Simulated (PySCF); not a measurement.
H3Sb. Atoms are numbered in the order given.

```xyz
4

Sb     0.0000     0.0000     0.0536
H      1.2265    -0.7081    -0.9115
H     -1.2265    -0.7081    -0.9115
H      0.0000     1.4163    -0.9115
```
Charge 0, spin multiplicity 1.

Geometry: B3LYP-D3(BJ)/def2-TZVPD. The def2 effective core potentials stand for the cores of Sb; spin–orbit coupling is left out.

Calculation: TDA-ωB97X/def2-TZVPD (PySCF).

Vertical excitations; the highest root listed may be one member of a degenerate set.  State labels are in the subgroup Cs.

Task: List the lowest excited states. (An estimate is asked for; the answer gives what the named calculation found.)

Result: 
```csv
state,symmetry,energy (eV),λ (nm),f,main pairs
S1,A',6.34,196,0.101,HOMO→LUMO+1 (degenerate set)
S2,A",6.34,196,0.101,HOMO→LUMO+2 (degenerate set)
S3,A',6.58,188,0.210,HOMO→LUMO 96 %
S4,A",7.97,156,0.000,"HOMO−2→LUMO+1 48 %, HOMO−1→LUMO+2 48 %"
S5,A",8.45,147,0.023,HOMO→LUMO+5 (degenerate set)
S6,A',8.45,147,0.023,HOMO→LUMO+4 (degenerate set)
S7,A',8.54,145,0.114,HOMO→LUMO+3 83 %
S8,A',8.63,144,0.017,"HOMO−1→LUMO, HOMO−1→LUMO+1, HOMO−2→LUMO+2 (degenerate set)"
S9,A",8.63,144,0.017,"HOMO−2→LUMO, HOMO−1→LUMO+2, HOMO−2→LUMO+1 (degenerate set)"
S10,A',9.04,137,0.645,"HOMO−1→LUMO 25 %, HOMO−2→LUMO+2 23 %, HOMO−1→LUMO+1 23 %, HOMO→LUMO+4 7 %"
T1,A",5.27,235,0,HOMO→LUMO+2 (degenerate set)
T2,A',5.27,235,0,HOMO→LUMO+1 (degenerate set)
T3,A',6.38,194,0,HOMO→LUMO 90 %
T4,A',7.20,172,0,"HOMO−1→LUMO+1 43 %, HOMO−2→LUMO+2 43 %"
```
Triplets are in the Tamm–Dancoff approximation.
